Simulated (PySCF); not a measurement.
H₆O₂W, multiplicity 1. Atoms are numbered in the order given.

```xyz
9

W      0.0000     0.0000    -0.0896
O      1.7268     0.0000     0.6757
H      2.6384     0.0000     0.3669
O     -1.7268     0.0000     0.6757
H     -2.6384     0.0000     0.3669
H     -0.8828     0.0000    -1.5186
H      0.0000     1.4439    -0.9383
H      0.0000    -1.4439    -0.9383
H      0.8828     0.0000    -1.5186
```
Charge 0, spin multiplicity 1.

Geometry: PBE0-D3(BJ)/def2-SVP. A frequency run showed that this geometry is not a minimum. The spin state was assumed, not searched. The structure was generated by enumeration; whether it is a known compound was not checked. The def2 effective core potentials stand for the cores of W; spin–orbit coupling is left out. One conformer was computed; it need not be the lowest.

Method: PySCF 2.14.0 with TDA-PBE/def2-SVPD.

Vertical excitations. The molecule is in vacuum. State labels are in the subgroup C2v.

Computed excitation energies, oscillator strengths and character:
```
state  symmetry  energy (eV)  λ (nm)      f                            main pairs
-----  --------  -----------  ------  -----  ------------------------------------
S1           B2         3.51     353  0.003                        HOMO→LUMO 99 %
S2           A2         4.20     295  0.000    HOMO−1→LUMO 72 %, HOMO→LUMO+1 28 %
S3           A2         4.37     284  0.000    HOMO→LUMO+1 72 %, HOMO−1→LUMO 27 %
S4           B1         4.91     253  0.018    HOMO→LUMO+2 59 %, HOMO−2→LUMO 35 %
S5           B1         5.07     245  0.013    HOMO−2→LUMO 62 %, HOMO→LUMO+2 35 %
S6           B2         5.30     234  0.048  HOMO−1→LUMO+1 79 %, HOMO−3→LUMO 17 %
S7           B2         5.42     229  0.026  HOMO−3→LUMO 82 %, HOMO−1→LUMO+1 16 %
S8           A1         5.52     224  0.000  HOMO−1→LUMO+2 80 %, HOMO→LUMO+3 18 %
S9           B1         5.76     215  0.001                      HOMO→LUMO+4 97 %
S10          A1         5.80     214  0.012  HOMO→LUMO+3 75 %, HOMO−1→LUMO+2 13 %
T1           B2         3.03     409      0                       HOMO→LUMO 100 %
T2           A2         3.63     342      0                      HOMO−1→LUMO 99 %
T3           A2         4.17     297      0                     HOMO→LUMO+1 100 %
T4           B1         4.35     285      0                      HOMO→LUMO+2 96 %
```
Triplets are in the Tamm–Dancoff approximation.
